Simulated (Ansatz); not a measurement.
Input (CCSDTQ/def2-SVP; Ansatz, a first-principles code):

Ansatz 0.2 input:
```yaml
crystal:
  periodic: [false, false, false]
  atoms:
    - {symbol: K, position_ang: [-0.00000000, -0.00000000, -0.70776611]}
    - {symbol: F, position_ang: [0.00000000, 0.00000000, 1.49417289]}
basis:
  gaussian:
    orbitals: def2-SVP
magnetization: {spin_polarized: false}
correlation: {method: ccsdtq, electrons: outside_noble_gas}
```

Output:

```
Functional definition: HF
integrals: 0.01 GiB planned
622 factors; integrals over basis functions are off by at most 1.1e-7 eV
mean field: 0.09 GiB planned
mean field evaluation 1: about -19003.5725 eV, gradient 3.9e1 eV
mean field evaluation 2: about -19003.5736 eV, gradient 3.9e1 eV
mean field evaluation 4: about -19006.1485 eV, gradient 6.8e-1 eV
mean field evaluation 8: about -19006.1481 eV, gradient 2.4e-4 eV
mean field evaluation 16: about -19006.1481 eV, gradient 8.5e-7 eV
mean field -19006.14813668 eV, -698.4630611931 hartree, gradient 8.5e-7 eV, S^2 0.000000; 0 other end points of the search recorded, 0 dependent functions left out
10 core orbitals not correlated, not the lowest: weight in the atoms' cores, before any rotation towards them, 0.964 or more for the frozen orbitals, at most 0.030 for the correlated occupied ones
reference -19006.14813668 eV, -698.4630611931 hartree; 4, 4 occupied and 24, 24 virtual orbitals, 622 factors
second order -5.48014773 eV of doubles, -0.00000000 eV of singles
coupled cluster: 0.36 GiB planned
cycle   1  -5.37266481 eV  change    1.1e-1 eV  update   7.5e-2
cycle   2  -5.50898976 eV  change   -1.4e-1 eV  update   5.3e-2
cycle   3  -5.56509536 eV  change   -5.6e-2 eV  update   2.0e-2
cycle   4  -5.58252763 eV  change   -1.7e-2 eV  update   1.5e-2
cycle   5  -5.57745813 eV  change    5.1e-3 eV  update   5.9e-3
cycle   6  -5.57119555 eV  change    6.3e-3 eV  update   4.6e-3
cycle   7  -5.57181733 eV  change   -6.2e-4 eV  update   3.3e-3
cycle   8  -5.57282048 eV  change   -1.0e-3 eV  update   1.9e-3
cycle   9  -5.57271722 eV  change    1.0e-4 eV  update   1.6e-3
cycle  10  -5.57241907 eV  change    3.0e-4 eV  update   6.3e-4
cycle  11  -5.57255170 eV  change   -1.3e-4 eV  update   5.1e-4
cycle  12  -5.57256965 eV  change   -1.8e-5 eV  update   4.4e-4
cycle  13  -5.57255662 eV  change    1.3e-5 eV  update   2.5e-4
cycle  14  -5.57255430 eV  change    2.3e-6 eV  update   2.2e-4
cycle  15  -5.57255836 eV  change   -4.1e-6 eV  update   1.1e-4
cycle  16  -5.57255975 eV  change   -1.4e-6 eV  update   9.5e-5
cycle  17  -5.57255985 eV  change   -1.0e-7 eV  update   2.8e-5
cycle  18  -5.57255982 eV  change    3.1e-8 eV  update   1.5e-5
cycle  19  -5.57255965 eV  change    1.7e-7 eV  update   1.3e-5
cycle  20  -5.57255949 eV  change    1.6e-7 eV  update   2.7e-6
cycle  21  -5.57255948 eV  change    1.3e-8 eV  update   2.0e-6
cycle  22  -5.57255944 eV  change    3.6e-8 eV  update   1.3e-6
cycle  23  -5.57255941 eV  change    3.4e-8 eV  update   1.0e-6
cycle  24  -5.57255942 eV  change   -9.7e-9 eV  update   2.7e-7
Total energy: -19011.72069610 eV, -698.6678489745 hartree
```
